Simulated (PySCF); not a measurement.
Cl4Se (SMILES Cl[Se](Cl)(Cl)Cl), singlet, at a GFN2-xTB geometry. Base run: DF-B3LYP/6-31G** (PySCF).

Input for PySCF:
```python
from pyscf import gto, scf, dft

mol = gto.Mole()
mol.atom = '''
    Se   -0.00300693    0.00470149    0.44248318
    Cl    1.06172155   -1.32656609   -0.82096840
    Cl    1.81230429    1.45883554    0.39654014
    Cl   -1.05027581    1.30867012   -0.86332068
    Cl   -1.81773616   -1.45034255    0.40278258
'''
mol.basis = '6-31g**'
mol.verbose = 4
mol.symmetry = True
mol.build()

mf = dft.RKS(mol)
mf.xc = 'b3lyp'
mf = mf.density_fit(auxbasis='def2-universal-jkfit')
mf.kernel()
mf.analyze()
```

Variants of this job, named by their change:

```json
[
 {"change": "base", "ΔE vs base (eV)": "0.00", "point group used": "C2v", "SCF cycles": "10"},
 {"change": "irrep_nelec = A1:46 A2:10 B1:22 B2:24", "ΔE vs base (eV)": "9.84", "point group used": "C2v", "SCF cycles": "11"},
 {"change": "irrep_nelec = A1:42 A2:10 B1:24 B2:26", "ΔE vs base (eV)": "9.85", "point group used": "C2v", "SCF cycles": "11"},
 {"change": "symmetry_subgroup = Cs", "ΔE vs base (eV)": "0.00", "point group used": "Cs", "SCF cycles": "10"},
 {"change": "symmetry = off", "ΔE vs base (eV)": "0.00", "point group used": "C1", "SCF cycles": "10"},
 {"change": "irrep_nelec = A1:46 A2:10 B1:24 B2:22", "ΔE vs base (eV)": "8.87", "point group used": "C2v", "SCF cycles": "10"},
 {"change": "irrep_nelec = A1:44 A2:12 B1:22 B2:24", "ΔE vs base (eV)": "34.50", "point group used": "C2v", "SCF cycles": "11"},
 {"change": "symmetry_subgroup = C2", "ΔE vs base (eV)": "0.00", "point group used": "C2", "SCF cycles": "10"}
]
```
